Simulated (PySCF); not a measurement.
C₄H₅FO. Atoms are numbered in the order given.

```xyz
11

O     -0.2910     2.0249     0.0000
C      0.5524     1.1620     0.0000
C      0.2429    -0.2948     0.0000
F      1.3635    -1.0772     0.0000
C     -0.9650    -0.7931     0.7506
C     -0.9650    -0.7931    -0.7506
H      1.6498     1.3863     0.0000
H     -0.8350    -1.7500     1.2623
H     -1.5574    -0.0378     1.2737
H     -0.8350    -1.7500    -1.2623
H     -1.5574    -0.0378    -1.2737
```
Charge 0, spin multiplicity 1.

The structure is a stationary point at B3LYP-D3(BJ)/def2-SVP. The values are those of a single conformer.

All values below come from TDDFT-LC-ωPBE/def2-SVPD (PySCF 2.14.0).

Vertical excitations. Isolated molecule, no solvent. State labels are in the subgroup Cs.

Computed lowest excited states:
```tsv
state	symmetry	energy (eV)	λ (nm)	f	main pairs
S1	A"	4.31	288	0.000	HOMO→LUMO 93 %
S2	A'	7.01	177	0.170	HOMO−1→LUMO 97 %
S3	A"	8.03	154	0.005	HOMO−2→LUMO 89 %
S4	A'	8.40	148	0.018	HOMO→LUMO+1 50 %, HOMO→LUMO+3 29 %, HOMO→LUMO+4 12 %
S5	A'	9.00	138	0.047	HOMO→LUMO+5 58 %, HOMO→LUMO+1 15 %
S6	A"	9.05	137	0.000	HOMO−1→LUMO+5 56 %, HOMO−1→LUMO+4 21 %
T1	A"	3.69	336	0	HOMO→LUMO 93 %
T2	A'	5.42	229	0	HOMO−1→LUMO 66 %, HOMO−4→LUMO 22 %
T3	A'	7.08	175	0	HOMO−4→LUMO 43 %, HOMO−1→LUMO 30 %, HOMO−3→LUMO 16 %
T4	A"	7.43	167	0	HOMO−2→LUMO 80 %
```
Triplets are in the Tamm–Dancoff approximation, which puts them higher than full response would, so one can lie above its singlet here.
